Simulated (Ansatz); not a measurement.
**What each rung costs, and what it gives**

Saddle point of SiNH5SF2, singlet (SiNH₃F₂ ([NH2][SiH]([F])[F]) + H₂S → SiH₂SF₂ ([F][SiH]([F])[SH]) + NH₃ (still joined by a long Si–N bond); bonds formed: Si1–S7, N2–H6; bonds broken: H6–S7; bonds weakened to dative contacts: Si1–N2), PBE0-D4/def2-TZVP structure:

```
10
angstrom
Si -0.1736 -0.7946 -0.5687
N 1.0229 0.2129 0.3516
F 0.7240 -2.1036 -0.8245
F -1.2568 -1.3686 0.4316
H -0.4784 -0.3712 -1.9339
H 0.2328 1.1669 0.3423
S -1.3324 1.6747 -0.0915
H 1.9182 0.3462 -0.1092
H 1.1910 -0.1345 1.2918
H -1.8476 1.3718 1.1106
```

Barriers are electronic and count from the start structure reached by relaxing down the imaginary mode.

Computed with Ansatz 0.2.0 (basis: as named in each row); correlated methods freeze the cores. B3LYP uses VWN-RPA correlation. Extrapolation: Hartree–Fock as exp(−7.88 √X), correlation as X^−2.97.

Times are rough, for one single point on 8 threads of a shared host (AMD EPYC 9R45).

The estimate by CCSD(T) at an estimated basis limit (MP2 extrapolated from triple and quadruple zeta, plus CCSD(T) − MP2 in triple zeta) is 26.25 kcal/mol.

```json
{"method": "HF", "basis": "STO-3G", "time (s)": "under 1", "barrier (kcal/mol)": "46.52", "method less estimate": "20.27"}
{"method": "PBE-D4", "basis": "STO-3G", "time (s)": "under 1", "barrier (kcal/mol)": "9.52", "method less estimate": "-16.72"}
{"method": "SPW92", "basis": "def2-SVP", "time (s)": "under 1", "barrier (kcal/mol)": "7.77", "method less estimate": "-18.47"}
{"method": "B3LYP-D4", "basis": "6-31G", "time (s)": "under 1", "barrier (kcal/mol)": "14.69", "method less estimate": "-11.55"}
{"method": "PBE-D4", "basis": "def2-SVP", "time (s)": "under 1", "barrier (kcal/mol)": "15.03", "method less estimate": "-11.21"}
{"method": "PBE0-D4", "basis": "def2-SVP", "time (s)": "under 1", "barrier (kcal/mol)": "18.35", "method less estimate": "-7.90"}
{"method": "SPW92", "basis": "def2-TZVPP", "time (s)": "under 1", "barrier (kcal/mol)": "11.33", "method less estimate": "-14.91"}
{"method": "PBE-D4", "basis": "def2-TZVPP", "time (s)": "under 1", "barrier (kcal/mol)": "17.93", "method less estimate": "-8.31"}
{"method": "BLYP-D4", "basis": "def2-TZVPP", "time (s)": "under 1", "barrier (kcal/mol)": "22.94", "method less estimate": "-3.30"}
{"method": "B3LYP-D4", "basis": "def2-TZVPP", "time (s)": "under 1", "barrier (kcal/mol)": "25.13", "method less estimate": "-1.12"}
{"method": "PBE0-D4", "basis": "def2-TZVPP", "time (s)": "under 1", "barrier (kcal/mol)": "21.07", "method less estimate": "-5.18"}
{"method": "BHLYP-D4", "basis": "def2-TZVPP", "time (s)": "under 1", "barrier (kcal/mol)": "28.89", "method less estimate": "2.64"}
{"method": "CAM-B3LYP-D4", "basis": "def2-TZVPP", "time (s)": "under 1", "barrier (kcal/mol)": "26.67", "method less estimate": "0.42"}
{"method": "wB97M-V", "basis": "def2-SVP", "time (s)": "1", "barrier (kcal/mol)": "21.57", "method less estimate": "-4.67"}
{"method": "r2SCAN-D4", "basis": "def2-TZVPP", "time (s)": "1", "barrier (kcal/mol)": "20.58", "method less estimate": "-5.67"}
{"method": "r2SCAN0-D4", "basis": "def2-TZVPP", "time (s)": "1", "barrier (kcal/mol)": "22.73", "method less estimate": "-3.52"}
{"method": "CCSD(T)", "basis": "def2-SVP", "time (s)": "1", "barrier (kcal/mol)": "28.82", "method less estimate": "2.58"}
{"method": "RPA on PBE", "basis": "def2-TZVPP", "time (s)": "1", "barrier (kcal/mol)": "27.68", "method less estimate": "1.43"}
{"method": "B2PLYP", "basis": "def2-TZVPP", "time (s)": "2", "barrier (kcal/mol)": "26.51", "method less estimate": "0.27"}
{"method": "PBE-QIDH", "basis": "def2-TZVPP", "time (s)": "2", "barrier (kcal/mol)": "23.87", "method less estimate": "-2.38"}
{"method": "wB97X-V", "basis": "def2-TZVPP", "time (s)": "2", "barrier (kcal/mol)": "25.85", "method less estimate": "-0.39"}
{"method": "B97M-V", "basis": "def2-TZVPP", "time (s)": "2", "barrier (kcal/mol)": "25.36", "method less estimate": "-0.89"}
{"method": "wB97M-V", "basis": "def2-TZVPP", "time (s)": "2", "barrier (kcal/mol)": "24.95", "method less estimate": "-1.30"}
{"method": "MP2", "basis": "def2-QZVPP", "time (s)": "5", "barrier (kcal/mol)": "24.87", "method less estimate": "-1.37"}
{"method": "CCSD(T)", "basis": "def2-TZVPP", "time (s)": "31", "barrier (kcal/mol)": "27.13", "method less estimate": "0.88"}
```

All methods are single points on the PBE0-D4 structures.

The T1 diagnostic stays at or below 0.012.

Labels in which every atom is bracketed show which atoms are joined, not bond orders.
